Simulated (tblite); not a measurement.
Species: C5H13GeNSi.
Bonds: C1–C2, C2–C3 (triple), C3–Ge4, Ge4–N5, N5–Si6, N5–C7, C7–C8. Hydrogens: H9, H10, H11 on C1; H12, H13 on Ge4; H14, H15, H16 on Si6; H17, H18 on C7; H19, H20, H21 on C8.

Computed with GFN2-xTB (tblite), gas phase: L-BFGS steps from a force-field or distance-geometry start until the largest atomic force falls under 0.01 eV/Å.

Step 119: E = -649.5814 eV
```
atom  x, y, z in Å  |  force x, y, z in eV/Å
C1      4.0101    0.8785   -0.9643   -0.007  -0.016  -0.009
C2      2.7698    0.7262   -0.2335    0.002   0.015   0.009
C3      1.7462    0.6171    0.3969    0.057  -0.046  -0.019
Ge4     0.2079    0.2567    1.4499   -0.032   0.011   0.042
N5     -1.0384   -0.6526    0.4611    0.033   0.030  -0.006
Si6    -1.5534   -2.2611    0.8129   -0.053   0.017  -0.005
C7     -1.4462   -0.0429   -0.7928    0.017  -0.026  -0.003
C8     -2.4014    1.1247   -0.5774    0.015  -0.008  -0.041
H9      4.8413    0.9468   -0.2620   -0.013   0.031  -0.009
H10     4.1706    0.0140   -1.6082   -0.022  -0.002  -0.013
H11     3.9870    1.7779   -1.5800   -0.019  -0.009   0.033
H12     0.5805   -0.6140    2.6113   -0.002   0.008   0.007
H13    -0.3565    1.5694    1.9430    0.016   0.000  -0.007
H14    -2.9645   -2.3547    0.4219    0.006   0.003   0.012
H15    -1.3840   -2.4633    2.2518    0.009   0.008  -0.030
H16    -0.7805   -3.2591    0.0567    0.012  -0.012  -0.002
H17    -1.9326   -0.7950   -1.4188   -0.004  -0.020  -0.009
H18    -0.5609    0.3132   -1.3383    0.009   0.010   0.024
H19    -3.2832    0.7903   -0.0373    0.008  -0.005   0.043
H20    -2.7104    1.5340   -1.5352   -0.016   0.025  -0.046
H21    -1.9104    1.9108   -0.0063   -0.016  -0.012   0.028
```

Step 120: E = -649.5817 eV
```
atom  x, y, z in Å  |  force x, y, z in eV/Å
C1      4.0173    0.8994   -0.9704   -0.015  -0.004  -0.013
C2      2.7769    0.7399   -0.2412    0.032   0.015  -0.017
C3      1.7500    0.6320    0.3835    0.006  -0.071   0.025
Ge4     0.2252    0.2414    1.4485   -0.018   0.016   0.039
N5     -1.0216   -0.6629    0.4567    0.021  -0.074   0.011
Si6    -1.5944   -2.2510    0.8321   -0.068   0.089  -0.056
C7     -1.4209   -0.0479   -0.7975    0.012  -0.032  -0.003
C8     -2.3984    1.1032   -0.5863    0.009   0.003  -0.018
H9      4.8471    0.9686   -0.2666   -0.012   0.022  -0.014
H10     4.1821    0.0406   -1.6212   -0.027   0.002   0.006
H11     3.9898    1.8027   -1.5802   -0.012  -0.002   0.026
H12     0.6226   -0.6427    2.5930   -0.011   0.011  -0.003
H13    -0.3483    1.5399    1.9711    0.026  -0.001  -0.010
H14    -3.0178   -2.2954    0.4627    0.067   0.002   0.022
H15    -1.4190   -2.4538    2.2715    0.018   0.020  -0.059
H16    -0.8687   -3.2815    0.0670   -0.013   0.033   0.028
H17    -1.8875   -0.8017   -1.4383    0.017  -0.001   0.005
H18    -0.5313    0.3276   -1.3252   -0.032  -0.006   0.046
H19    -3.2906    0.7467   -0.0752    0.045   0.009   0.016
H20    -2.6860    1.5243   -1.5460   -0.023   0.026  -0.028
H21    -1.9356    1.8876    0.0131   -0.024  -0.056  -0.003
```

Step 121: E = -649.5827 eV
```
atom  x, y, z in Å  |  force x, y, z in eV/Å
C1      4.0137    0.8902   -0.9682   -0.012   0.013  -0.010
C2      2.7757    0.7325   -0.2357    0.022   0.000  -0.016
C3      1.7496    0.6222    0.3896    0.003  -0.060   0.026
Ge4     0.2193    0.2462    1.4508   -0.015   0.011   0.017
N5     -1.0282   -0.6583    0.4593    0.037  -0.005   0.009
Si6    -1.5786   -2.2535    0.8246   -0.063   0.049  -0.003
C7     -1.4294   -0.0460   -0.7955    0.012  -0.022   0.004
C8     -2.3995    1.1108   -0.5855    0.012  -0.003  -0.022
H9      4.8451    0.9630   -0.2669   -0.005   0.010  -0.015
H10     4.1761    0.0312   -1.6192   -0.019   0.000   0.009
H11     3.9825    1.7932   -1.5775   -0.007   0.006   0.010
H12     0.6077   -0.6296    2.6026   -0.009  -0.004   0.010
H13    -0.3481    1.5503    1.9598    0.012   0.018  -0.003
H14    -2.9960   -2.3142    0.4481    0.010  -0.002   0.010
H15    -1.4069   -2.4606    2.2638    0.017   0.021  -0.055
H16    -0.8365   -3.2693    0.0614    0.013  -0.008   0.002
H17    -1.9040   -0.7993   -1.4298    0.017  -0.016  -0.011
H18    -0.5409    0.3224   -1.3281   -0.009  -0.002   0.025
H19    -3.2864    0.7619   -0.0631   -0.006  -0.009   0.024
H20    -2.6939    1.5282   -1.5447   -0.021   0.017  -0.030
H21    -1.9303    1.8956    0.0055    0.009  -0.013   0.018
```

**Question.** Estimate the geometry and energy of step 122. (The exact step hangs on the optimiser's Hessian estimate; all steps are aligned on step 121, rigid shifts and turns removed.)

**Answer.** E = -649.5833 eV, largest force 0.062 eV/Å
```
atom  x, y, z in Å  |  force x, y, z in eV/Å
C1      4.0137    0.8923   -0.9694   -0.008   0.024  -0.006
C2      2.7770    0.7342   -0.2356    0.000  -0.014  -0.006
C3      1.7506    0.6211    0.3888    0.005  -0.054   0.029
Ge4     0.2218    0.2441    1.4522   -0.007   0.009   0.001
N5     -1.0250   -0.6597    0.4592    0.029   0.005   0.009
Si6    -1.5846   -2.2508    0.8262   -0.047   0.039   0.008
C7     -1.4253   -0.0471   -0.7958    0.006  -0.012   0.006
C8     -2.3990    1.1075   -0.5884    0.005  -0.006  -0.008
H9      4.8456    0.9670   -0.2690    0.000  -0.001  -0.015
H10     4.1756    0.0343   -1.6218   -0.015   0.000   0.012
H11     3.9802    1.7962   -1.5764   -0.004   0.015  -0.007
H12     0.6139   -0.6323    2.6015   -0.011  -0.011   0.016
H13    -0.3456    1.5466    1.9640    0.009   0.025  -0.002
H14    -3.0024   -2.3044    0.4542   -0.008  -0.003   0.003
H15    -1.4116   -2.4599    2.2649    0.019   0.023  -0.052
H16    -0.8480   -3.2697    0.0619    0.010  -0.009   0.000
H17    -1.8975   -0.8002   -1.4321    0.027  -0.017  -0.010
H18    -0.5359    0.3240   -1.3241   -0.005   0.000   0.012
H19    -3.2869    0.7555   -0.0693   -0.010  -0.011   0.008
H20    -2.6897    1.5272   -1.5483   -0.017   0.007  -0.008
H21    -1.9359    1.8911    0.0088    0.020  -0.006   0.009
```

The energy changes by -0.0006 eV. The first-order estimate −F·Δx gives -0.0007 eV and the mean of the old and new forces, exact on a quadratic surface, -0.0006 eV. The step makes an angle of 81° with the force vector and moves no atom by more than 0.013 Å.

The cost below is that of the whole relaxation. On one thread of an Arm Neoverse N1, shared host with 64 logical CPUs at a one-minute load of 57, this took 4.4 s of wall time.
